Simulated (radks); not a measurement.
Effect of the nuclear size on neutral gallium, [Ar] 3d10 4s2 4p1. All-electron calculation, Dirac Kohn-Sham, exchange-only LDA, spin-unpolarised, spherical densities, finite nucleus; open shells fill j = l - 1/2 first; Fermi nuclear charge, rms radius 3.9973 fm. Program: a radial shooting solver on a logarithmic mesh with Libxc functionals. The rms radius is varied about that value; shifts are against it.

rms radius (fm)	total energy shift (eV)	density at nucleus (e/bohr^3)	1s1/2 shift (meV)	2s1/2 shift (meV)	3s1/2 shift (meV)	3p1/2 shift (meV)
3.4936	-0.0663	2.833e+04	-28.2	-2.72	-0.401	0.040
3.8374	-0.0220	2.817e+04	-9.34	-0.900	-0.133	0.013
3.9973	0	2.81e+04	0.000	0.000	0.000	0.000
4.2531	0.0369	2.8e+04	15.7	1.51	0.223	-0.022
4.7088	0.108	2.783e+04	45.9	4.42	0.652	-0.065

Slopes of the eigenvalues against <r^2> in GHz/fm^2, as finite differences over the two radii next to the reference (eigenvalue slopes, not the field-shift constants of lines): 1s1/2 1800, 2s1/2 173, 3s1/2 25.6, 3p1/2 -2.54.
